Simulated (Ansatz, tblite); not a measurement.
Forces on the cluster CrO₃⁻ at its PBE-D4/def2-TZVPD geometry. Total charge -1; doublet.

The xTB rows come from tblite. The structure comes from a short search, and lower isomers may exist.

GFN1-xTB (tblite), largest force 3.46 eV/Å:

```xyz
4
positions Å, forces eV/Å
Cr    0.003   -0.001   -0.002   -0.043    0.010    0.020
O    -0.732   -0.267   -1.437    1.563    0.564    3.038
O     0.155   -1.220    1.078   -0.316    2.580   -2.287
O     0.574    1.488    0.361   -1.204   -3.154   -0.770
```

GFN2-xTB (tblite), largest force 1.93 eV/Å:

```
Cr -0.037 0.009 0.017
O 0.874 0.313 1.688
O -0.171 1.434 -1.274
O -0.666 -1.756 -0.431
```

r2SCAN-D4/def2-TZVPD (Ansatz), largest force 0.54 eV/Å:

```
Cr -0.005 0.000 0.003
O 0.242 0.088 0.471
O -0.049 0.400 -0.354
O -0.187 -0.489 -0.119
```
